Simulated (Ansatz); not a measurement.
Basis-set extrapolation for `NCO[SiH3]` (PBE0-D4/def2-TZVP geometry, frozen core, the Gaussian-basis code of Ansatz). Multiplicity 1, RHF reference.

|  | def2-TZVPP | def2-QZVPP |
| --- | --- | --- |
| HF | -460.302725 | -460.320581 |
| MP2 correlation | -0.752719 | -0.807888 |
| CCSD(T) correlation | -0.820815 | not run |

Energies in hartree. Use E(X) = E(∞) + A·exp(−7.88·√X) for Hartree–Fock and E(X) = E(∞) + B·X^(−2.97) for correlation, with X = 3 and 4, and add CCSD(T) minus MP2 of the smaller set to the MP2 limit.

Q: What is the CCSD(T) energy at the basis-set limit?

A: HF limit: -460.320581 + (-0.017856) × 0.13774 = -460.32304. MP2 limit: -0.807888 + (-0.055169) × 0.74074 = -0.84875. Higher-order term: -0.820815 − (-0.752719) = -0.06810. Total: -461.23989 hartree, 73.0 kcal/mol below CCSD(T)/def2-TZVPP.
